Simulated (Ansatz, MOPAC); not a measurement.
Molecule: CF₂, charge 0, multiplicity 1. SMILES: F[C]F

Atoms: F1, C2, F3. Bonds: F1-C2, C2-F3.

Bond lengths (Å) and angles (degrees) optimised at AM1 with MOPAC; PM3 with MOPAC; PBE/6-31G* with Ansatz (a program for electronic structure); B3LYP/6-31G* with Ansatz, each started from the B3LYP-D3(BJ)/def2-TZVP structure (Ansatz) of the last column. A row stands for all coordinates that are equal there. 6-31G* holds six Cartesian d functions. No wavenumbers were computed at PBE/6-31G*, so these may be saddle points.

```
coordinate    AM1    PM3  PBE/6-31G*  B3LYP/6-31G*  B3LYP-D3(BJ)/def2-TZVP
----------  -----  -----  ----------  ------------  ----------------------
F1-C2       1.312  1.298       1.328         1.313                   1.304
F1-C2-F3    105.9  106.3       103.9         104.1                   104.7
```

Mean signed difference of all 2 bond lengths from B3LYP-D3(BJ)/def2-TZVP: AM1 0.008 Å, PM3 -0.006 Å, PBE/6-31G* 0.024 Å, B3LYP/6-31G* 0.010 Å.
